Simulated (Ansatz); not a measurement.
`CC(C)(C#N)C#N` + `[F][GaH][F]` → `N#[C][Ga]([F])[F]` + `CC(C)C#N`  (formal exchange of groups at a C–C bond)

Computed with Ansatz on PBE0-D4/def2-TZVP structures; ΔE is electronic, products minus reactants. CCSD(T)/CBS is the MP2 limit (def2-TZVPP, def2-QZVPP) plus CCSD(T) − MP2 in def2-TZVPP, frozen cores. Functionals use def2-TZVPP. B3LYP here is the variant with VWN-RPA as its local correlation; programs differ in this. HSE06 is defined as in plane-wave codes. For Ga outer-core shells are correlated without core-valence functions, which leaves a few kJ/mol of doubt a bond. Scalar relativity is left out up to krypton.

`CC(C)(C#N)C#N`:

```xyz
13

C     1.372    0.265   -0.110
C    -0.142    0.181    0.148
C    -0.754   -1.054   -0.534
C    -0.382    0.104    1.595
N    -0.545    0.002    2.727
C    -0.789    1.392   -0.372
N    -1.280    2.328   -0.823
H     1.854   -0.631    0.282
H     1.550    0.329   -1.184
H     1.802    1.141    0.374
H    -0.278   -1.953   -0.143
H    -0.582   -0.994   -1.609
H    -1.826   -1.110   -0.349
```

`[F][GaH][F]`:

```xyz
4

F     0.715    0.426   -1.465
Ga    0.046    0.022    0.090
F    -1.487   -0.790   -0.053
H     0.727    0.342    1.429
```

`N#[C][Ga]([F])[F]`:

Cartesian coordinates in Å:
```
N 0.402 -0.274 2.376
C 0.211 -0.144 1.248
Ga -0.104 0.071 -0.617
F 0.881 1.102 -1.588
F -1.389 -0.754 -1.419
```

`CC(C)C#N`:

```xyz
12

C     1.020    0.485    0.749
C    -0.331    0.308    0.057
C    -0.211   -0.465   -1.255
C    -1.276   -0.353    0.952
N    -2.011   -0.887    1.657
H     0.921    1.049    1.676
H     1.461   -0.486    0.984
H     1.703    1.021    0.087
H    -0.750    1.299   -0.155
H    -1.181   -0.573   -1.743
H     0.194   -1.463   -1.077
H     0.462    0.064   -1.932
```

```
        level  ΔE (kJ/mol)  difference from CCSD(T)/CBS
  LDA (SPW92)        -30.5                         20.9
       PBE-D4        -42.5                          8.9
      BLYP-D4        -44.6                          6.8
       B97M-V        -43.6                          7.8
     B3LYP-D4        -47.3                          4.1
     HSE06-D4        -46.5                          4.9
 CAM-B3LYP-D4        -47.5                          3.9
       revPBE        -51.4                          0.0
         BLYP        -51.8                         -0.4
      r2SCANh        -49.8                          1.6
        HSE06        -49.4                          2.0
        BHLYP        -55.5                         -4.1
CCSD/def2-SVP        -50.6                          0.8
HF/def2-TZVPP        -65.0                        -13.6
 HF/CBS(def2)        -63.8                        -12.4
MP2/CBS(def2)        -47.5                          3.9
  CCSD(T)/CBS        -51.4                            0
```

Question: What do rigid-rotor, harmonic-oscillator terms from PBE0-D4/def2-TZVP frequencies (298.15 K, 1 bar) make of the CCSD(T)/CBS value? (An estimate is asked.)

Answer: Computed: ΔZPE = +7.7 kJ/mol, ΔH = -42.7 kJ/mol, ΔS = 19 J/(mol·K), ΔG = -48.4 kJ/mol.

Largest T1 diagnostic among the species: 0.015.

Leaving LDA and LC-ωPBE aside and taking each functional with its dispersion term where it has one, the values, not all of them listed here, spread over 12.0 kJ/mol, from B2PLYP to revPBE-D4. LDA lies +15.4 kJ/mol from PBE without D4. From PBE to PBE0 (25 % exact exchange), in def2-TZVPP and without D4, ΔE moves by −3.2 kJ/mol. In def2-TZVPP, CCSD(T) changes the Hartree–Fock value by +8.9 kJ/mol (the triples alone add +2.1 kJ/mol) and MP2 by +12.8 kJ/mol.
